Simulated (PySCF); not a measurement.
Excitation energy of Nb by level of theory

Nb [Kr] 4d4 5s1 (6D) → Nb [Kr] 4d3 5s1 5p1 (high-spin determinant), as a difference of total energies. Calculation: PySCF 2.14, in aug-cc-pwCVDZ-PP with ECP28MDF (6s6p5d3f, 70 functions); scalar relativity through the core potential. Correlated levels: valence and next inner shell: nothing frozen outside the core potential. The calculations carry no spin-orbit coupling.

```csv
method,excitation energy (eV)
UHF,1.494
MP2 (valence and next inner shell),2.260
SCS-MP2 (valence and next inner shell),1.930
CCSD (valence and next inner shell),2.082
CCSD(T) (valence and next inner shell),2.117
```

Q: How much does correlation contribute at CCSD(T) (valence and next inner shell)?

A: 2.117 − (1.494) = 0.623 eV, measured against UHF.

The determinant of the upper state mixes LS terms, which raises its energy above the lowest term, most at the Hartree-Fock and MP2 levels.
